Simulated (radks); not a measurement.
The numbers below are computed, except where a source is named.
The argon ion Ar2+ inside a hard spherical wall (all orbitals vanish at R), configuration held at [Ne] 3s2 3p4 and not refilled when levels cross. Code: a radial shooting solver on a logarithmic mesh with Libxc functionals. Model: non-relativistic Kohn-Sham, PBEsol, spin-unpolarised, spherical densities, point nucleus. Eigenvalues in eV, with the zero of energy where the potential of the charges vanishes at infinity; a dash marks a level that is unbound or too diffuse for the functional's potential to be trusted. A positive occupied level is held by the wall or, in an anion where self-interaction has pushed it up, behind a barrier. The pressure on the wall is -dE/dV.

R (bohr),E (hartree),kinetic (hartree),e(2s),e(2p),e(3s),e(3p),"e(3d, empty)","e(4s, empty)",pressure (GPa)
free,-524.96592,524.333,-324.16,-259.61,-50.173,-35.368,-14.737,-13.015,0
20,-524.96592,524.333,-324.16,-259.61,-50.173,-35.368,-14.737,-13.015,< 0.0001
12,-524.96592,524.333,-324.16,-259.61,-50.173,-35.368,-14.737,-13.015,< 0.0001
7,-524.96592,524.333,-324.16,-259.61,-50.173,-35.368,-14.724,-12.790,0.000692
6,-524.96583,524.335,-324.15,-259.60,-50.169,-35.364,-14.673,-12.224,0.0160
5,-524.96451,524.351,-324.09,-259.54,-50.126,-35.316,-14.436,-10.347,0.361
3,-524.69161,526.149,-319.15,-254.51,-46.658,-31.241,-7.871,19.867,182
2,-521.42318,539.249,-295.29,-229.96,-22.782,-4.499,21.326,133.76,5410
1.5,-511.24580,569.136,-259.74,-192.74,38.446,58.121,75.122,348.45,40700
